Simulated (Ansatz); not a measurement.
Species: BBr$_{3}$, SMILES `BrB(Br)Br` (charge 0, multiplicity 1).

Question: Give a relaxed geometry from PBE0-D3(BJ)/def2-TZVP (Ansatz, a program for electronic structure).

Answer: the end point of this relaxation (outside a Z-matrix the atoms follow the SMILES, hydrogens last).
Cartesian coordinates (Å) in one orientation:
```xyz
4

Br     1.850    -0.416     0.002
B      0.000     0.000    -0.001
Br    -0.565     1.810     0.000
Br    -1.285    -1.395    -0.001
```
